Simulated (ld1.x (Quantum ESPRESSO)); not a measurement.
**What one change does to a pseudopotential (Pb (Z = 82), TM)**

```json
{
 "Element": "lead (Pb)",
 "Generator": "ld1.x (Quantum ESPRESSO) 7.5",
 "Type": "norm-conserving Troullier–Martins (Kleinman–Bylander form)",
 "Functional": "PBEsol",
 "Relativity": "scalar-relativistic",
 "Frozen core": "[Xe] 4f14 5d10",
 "Valence charge": "4",
 "Reference configuration": "6s2 6p1 (charge +1)",
 "Partial waves": "6p (bound): rc 2.75 bohr; 6s (bound): rc 1.45 bohr",
 "Local potential": "the s channel",
 "Core correction": "none"
}
```

Change: wave 6p (bound): rc 2.75 bohr becomes 6p (bound): rc 3.30 bohr.

Cutoffs: the cutoffs (Ry, on a coarse ladder) from which the occupation-weighted sum of valence levels, in a spherical-Bessel basis at the reference potential, stays within 10 and 1 mRy of its value at 400 Ry; they do not see the model core or the augmentation charge, which bear on the density cutoff. Errors are all-electron minus pseudo energies relative to the spin-unpolarised reference configuration.

**Question.** What does the change do?

**Answer.** The potential gets neither clearly harder nor softer (90 Ry and 180 Ry → 90 Ry and 180 Ry); both files keep a bound ghost (d); of the 7 tests that both files solve, the error grows in 2 and shrinks in 2 by more than 15 % and 0.3 meV (median size 33.6 → 28.0 meV).

| quantity | base | changed |
| --- | --- | --- |
| cutoff, loose | 90 Ry | 90 Ry |
| cutoff, tight | 180 Ry | 180 Ry |
| loose cutoff by channel (10 mRy a level) | p 8 Ry, s 40 Ry | p 6 Ry, s 40 Ry |
| bound ghosts | d | d |
| error for 6s2 6p2, meV [ΔE -6.60 eV] | +13 | +12 |
| error for 6s2 6p0, meV [ΔE 13.45 eV] | +34 | +28 |
| error for 6s1 6p0, meV [ΔE 45.93 eV] | +155 | +129 |
| error for 6s1 6p3, meV [ΔE 2.17 eV] | +52 | +66 |
| error for 6s0 6p4, meV [ΔE 11.31 eV] | +191 | +253 |
| error for 6s2 6p1.5, meV [ΔE -4.10 eV] | +5.3 | +4.9 |
| error for 6s2 6p2.3, meV [ΔE -7.40 eV] | +18 | +17 |

 A true bound ghost makes a file unfit for plane-wave use even where its test errors are small: the radial tests pick states by their node count and pass the ghost by.
